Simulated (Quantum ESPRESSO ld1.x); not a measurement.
Input file for ld1.x (Quantum ESPRESSO 7.5):

```
 &input
    atom='Tb',
    iswitch=1,
    rel=2,
    dft='PBE',
    config='[Xe] 4f9 6s1',
    cau_fact=102.777,
    rel_dist='average',
    verbosity='high',
    lsmall=.true.,
    prefix='ld1',
    max_out_wfc=37,
    file_charge='ld1.rho',
 /
```

Command: `OMP_NUM_THREADS=1 ld1.x < ld1.in > ld1.out`

Output (excerpt):

```
     Program LD1 v.7.5 starts

     --------------------------- All-electron run ----------------------------

     dirac relativistic calculation

     atomic number is 65.00
     dft =PBE   lsd =0 sic =0 latt =0  beta=0.20 tr2=1.0E-14
     Exchange-correlation= PBE
                           (   1   4   3   4   0   0   0)
     mesh =2099 r(mesh) = 100.44524 a.u. xmin = -8.00 dx = 0.00800
     1 Ry =  13.60569312 eV, c = 102.77700000

     n l j   nl                  e(Ry)          e(Ha)          e(eV)
     Spin orbit split results
     1 0 0.5 1S 1( 2.00)   -4040.596932150   -2020.298466075 -54975.1218925
     2 0 0.5 2S 1( 2.00)    -692.750971256    -346.375485628  -9425.3571256
     2 1 0.5 2P 1( 2.00)    -656.785830396    -328.392915198  -8936.0264559
     2 1 1.5 2P 1( 4.00)    -545.168358184    -272.584179092  -7417.3933818
     3 0 0.5 3S 1( 2.00)    -154.690215522     -77.345107761  -2104.6676015
     3 1 0.5 3P 1( 2.00)    -139.534623236     -69.767311618  -1898.4652638
     3 1 1.5 3P 1( 4.00)    -116.294428762     -58.147214381  -1582.2663096
     4 0 0.5 4S 1( 2.00)     -31.706177184     -15.853088592   -431.3845169
     4 1 0.5 4P 1( 2.00)     -25.807761775     -12.903880888   -351.1324869
     4 1 1.5 4P 1( 4.00)     -20.578735196     -10.289367598   -279.9879559
     3 2 1.5 3D 1( 4.00)     -92.220715421     -46.110357711  -1254.7267536
     3 2 2.5 3D 1( 6.00)     -87.817638371     -43.908819185  -1194.8198385
     5 0 0.5 5S 1( 2.00)      -4.509696547      -2.254848273    -61.3575473
     5 1 0.5 5P 1( 2.00)      -2.888644936      -1.444322468    -39.3020165
     5 1 1.5 5P 1( 4.00)      -2.202586711      -1.101293356    -29.9677189
     4 2 1.5 4D 1( 4.00)     -11.617330001      -5.808665000   -158.0618269
     4 2 2.5 4D 1( 6.00)     -10.801971553      -5.400985777   -146.9683101
     4 3 2.5 4F 1( 3.86)      -0.570103771      -0.285051885     -7.7566570
     4 3 3.5 4F 1( 5.14)      -0.475978707      -0.237989354     -6.4760202
     6 0 0.5 6S 1( 1.00)      -0.693659315      -0.346829658     -9.4377158
     Averaged results
     1 0     1S 1( 2.00)   -4040.596932150   -2020.298466075 -54975.1218925
     2 0     2S 1( 2.00)    -692.750971256    -346.375485628  -9425.3571256
     2 1     2P 1( 6.00)    -582.374182255    -291.187091127  -7923.6044065
     3 0     3S 1( 2.00)    -154.690215522     -77.345107761  -2104.6676015
     3 1     3P 1( 6.00)    -124.041160253     -62.020580127  -1687.6659610
     4 0     4S 1( 2.00)     -31.706177184     -15.853088592   -431.3845169
     4 1     4P 1( 6.00)     -22.321744056     -11.160872028   -303.7027996
     3 2     3D 1(10.00)     -89.578869191     -44.789434596  -1218.7826045
     5 0     5S 1( 2.00)      -4.509696547      -2.254848273    -61.3575473
     5 1     5P 1( 6.00)      -2.431272786      -1.215636393    -33.0791514
     4 2     4D 1(10.00)     -11.128114932      -5.564057466   -151.4057168
     4 3     4F 1( 9.00)      -0.516318020      -0.258159010     -7.0248645
     6 0     6S 1( 1.00)      -0.693659315      -0.346829658     -9.4377158

     final scf error:  1.8E-15 reached in  31 iterations

     Etot =  -24397.815186 Ry,  -12198.907593 Ha, -331949.186292 eV

     Ekin =   29329.797008 Ry,   14664.898504 Ha,  399052.217445 eV
     Encl =  -62503.844697 Ry,  -31251.922349 Ha, -850408.129961 eV
     Eh   =    9314.348090 Ry,    4657.174045 Ha,  126728.161747 eV
     Exc  =    -538.115586 Ry,    -269.057793 Ha,   -7321.435522 eV

     normalization and overlap integrals

     s(1S/1S) =  1.000000  <r> =   0.0199  <r2> =    0.0006  r(max) =   0.0120
     LC norm =  0.88934215 + SC norm =  0.11065785 =  1.00000000
     s(2S/2S) =  1.000000  <r> =   0.0838  <r2> =    0.0085  r(max) =   0.0715
     LC norm =  0.97497333 + SC norm =  0.02502667 =  1.00000000
     s(2P/2P) =  1.000000  <r> =   0.0688  <r2> =    0.0060  r(max) =   0.0527
     LC norm =  0.97489851 + SC norm =  0.02510149 =  1.00000000
     s(2P/2P) =  1.000000  <r> =   0.0819  <r2> =    0.0082  r(max) =   0.0634
     LC norm =  0.97844876 + SC norm =  0.02155124 =  1.00000000
     s(3S/3S) =  1.000000  <r> =   0.2243  <r2> =    0.0579  r(max) =   0.2071
     LC norm =  0.99206526 + SC norm =  0.00793474 =  1.00000000
     s(3P/3P) =  1.000000  <r> =   0.2140  <r2> =    0.0536  r(max) =   0.1943
     LC norm =  0.99218015 + SC norm =  0.00781985 =  1.00000000
     s(3P/3P) =  1.000000  <r> =   0.2391  <r2> =    0.0665  r(max) =   0.2173
     LC norm =  0.99318083 + SC norm =  0.00681917 =  1.00000000
     s(4S/4S) =  1.000000  <r> =   0.5109  <r2> =    0.2953  r(max) =   0.4760
     LC norm =  0.99744367 + SC norm =  0.00255633 =  1.00000000
     s(4P/4P) =  1.000000  <r> =   0.5207  <r2> =    0.3094  r(max) =   0.4798
     LC norm =  0.99759039 + SC norm =  0.00240961 =  1.00000000
     s(4P/4P) =  1.000000  <r> =   0.5775  <r2> =    0.3799  r(max) =   0.5324
     LC norm =  0.99794775 + SC norm =  0.00205225 =  1.00000000
     s(3D/3D) =  1.000000  <r> =   0.2115  <r2> =    0.0528  r(max) =   0.1723
     LC norm =  0.99341193 + SC norm =  0.00658807 =  1.00000000
     s(3D/3D) =  1.000000  <r> =   0.2189  <r2> =    0.0563  r(max) =   0.1779
     LC norm =  0.99366397 + SC norm =  0.00633603 =  1.00000000
     s(5S/5S) =  1.000000  <r> =   1.2418  <r2> =    1.7378  r(max) =   1.1114
     LC norm =  0.99945521 + SC norm =  0.00054479 =  1.00000000
     s(5P/5P) =  1.000000  <r> =   1.3963  <r2> =    2.2193  r(max) =   1.2136
     LC norm =  0.99957037 + SC norm =  0.00042963 =  1.00000000
     s(5P/5P) =  1.000000  <r> =   1.5912  <r2> =    2.8874  r(max) =   1.3684
     LC norm =  0.99966683 + SC norm =  0.00033317 =  1.00000000
     s(4D/4D) =  1.000000  <r> =   0.6127  <r2> =    0.4365  r(max) =   0.5367
     LC norm =  0.99825970 + SC norm =  0.00174030 =  1.00000000
     s(4D/4D) =  1.000000  <r> =   0.6320  <r2> =    0.4643  r(max) =   0.5541
     LC norm =  0.99834542 + SC norm =  0.00165458 =  1.00000000
     s(4F/4F) =  1.000000  <r> =   0.9335  <r2> =    1.2319  r(max) =   0.5586
     LC norm =  0.99909003 + SC norm =  0.00090997 =  1.00000000
     s(4F/4F) =  1.000000  <r> =   0.9802  <r2> =    1.3942  r(max) =   0.5721
     LC norm =  0.99913418 + SC norm =  0.00086582 =  1.00000000
     s(6S/6S) =  1.000000  <r> =   3.5312  <r2> =   14.0616  r(max) =   3.0698
     LC norm =  0.99993150 + SC norm =  0.00006850 =  1.00000000

     LC charge = 63.42272646 + SC charge =  0.57727354 = 64.00000000

     ------------------------ End of All-electron run ------------------------
```

Run on one thread of a shared host, so times are rough (Intel(R) Xeon(R) Processor @ 2.60GHz): 0.64 s of CPU time, 1.6 s wall, 31 iterations on 2099 mesh points.
